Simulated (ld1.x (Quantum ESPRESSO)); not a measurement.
## Scattering properties, PAW potential for Sm (Z = 62)

```json
{
  "Element": "samarium (Sm)",
  "Generator": "ld1.x (Quantum ESPRESSO) 7.5",
  "Type": "PAW",
  "Functional": "PBE",
  "Relativity": "fully relativistic",
  "Frozen core": "[Kr] 4d10 4f5",
  "Valence charge": "11",
  "Reference configuration": "5s2 5p6 5d2 6s1 6p0",
  "Partial waves": "5s (bound): rcut 1.85, rcutus 2.35 bohr; 6s (bound): rcut 1.85, rcutus 2.35 bohr; 5p (bound): rcut 3.15, rcutus 3.50 bohr; 6p (bound, empty): rcut 3.15, rcutus 3.50 bohr; 5d (bound): rcut 3.10, rcutus 3.80 bohr; 5d channel at 3.65 Ry: rcut 3.10, rcutus 3.80 bohr",
  "Local potential": "all-electron potential smoothed inside 2.75 bohr (lloc = -1)",
  "Core correction": "Bessel-smoothed model core, default radius (core density twice the valence density)",
  "Augmentation charge": "PSQ, inside the norm-conserving radii"
}
```

Open shells are filled in proportion to 2j + 1 (rel_dist='average').

The phase is arctan(r·u′/u) with u = r·R(r), unwrapped; energies in Ry, scanned from -5 to 5 Ry. A pole is an energy at which the radial function vanishes at the test radius. The pseudo phase is shifted by a multiple of π to meet the all-electron one at the reference energy, and phase errors are pseudo minus all-electron; the curves can meet again beyond the range given. Levels narrower than the energy grid can be missing from the lists of poles.

**Question.** For each channel, where are the poles, and over which energies does the pseudopotential scatter like the atom?

**Answer.**

```csv
channel,radius (bohr),reference energy (Ry),"poles, all-electron","poles, pseudo",unbroken range about the reference energy with phases within 0.05 rad,phase error 1 Ry above the reference energy (rad)
s,4.12,-0.26,"0.48, 4.05","0.47, 3.95",-0.8 to 1.7,-0.003
p1/2,4.12,-0.09,"-1.99, 1.06, 4.79","-1.99, 0.98, 3.60",below 1.4,-0.019
p3/2,4.12,-0.08,"-1.71, 1.21","-1.71, -0.18, 0.33",-0.1 to 0.0,-0.440
d3/2,4.12,-0.15,"0.05, 2.47","0.06, 2.54",below 0.5,+0.192
d5/2,4.12,-0.13,"0.08, 2.51","0.09, 2.57",below 0.6,+0.157
```

The ghost test of this file was not conclusive.

Phases in the d5/2 channel:

| E (Ry) | all-electron | pseudo |
| --- | --- | --- |
| -5.00 | 1.462 | 1.462 |
| -4.74 | 1.459 | 1.459 |
| -4.48 | 1.456 | 1.456 |
| -4.22 | 1.452 | 1.452 |
| -3.96 | 1.448 | 1.448 |
| -3.70 | 1.444 | 1.444 |
| -3.44 | 1.439 | 1.439 |
| -3.18 | 1.433 | 1.434 |
| -2.92 | 1.427 | 1.428 |
| -2.66 | 1.420 | 1.421 |
| -2.40 | 1.412 | 1.413 |
| -2.14 | 1.402 | 1.403 |
| -1.88 | 1.390 | 1.391 |
| -1.62 | 1.375 | 1.377 |
| -1.36 | 1.355 | 1.358 |
| -1.10 | 1.328 | 1.331 |
| -0.84 | 1.284 | 1.288 |
| -0.58 | 1.196 | 1.202 |
| -0.32 | 0.861 | 0.871 |
| -0.06 | -1.294 | -1.291 |
| 0.20 | -1.676 | -1.663 |
| 0.46 | -1.830 | -1.801 |
| 0.72 | -2.036 | -1.961 |
| 0.98 | -2.624 | -2.328 |
| 1.24 | -3.907 | -3.487 |
| 1.50 | -4.381 | -4.267 |
| 1.76 | -4.542 | -4.497 |
| 2.02 | -4.623 | -4.600 |
| 2.28 | -4.676 | -4.662 |
| 2.54 | -4.716 | -4.708 |
| 2.80 | -4.752 | -4.747 |
| 3.06 | -4.788 | -4.785 |
| 3.32 | -4.830 | -4.829 |
| 3.58 | -4.889 | -4.889 |
| 3.84 | -4.991 | -4.990 |
| 4.10 | -5.252 | -5.231 |
| 4.36 | -6.350 | -6.157 |
| 4.62 | -7.363 | -7.267 |
| 4.88 | -7.602 | -7.556 |
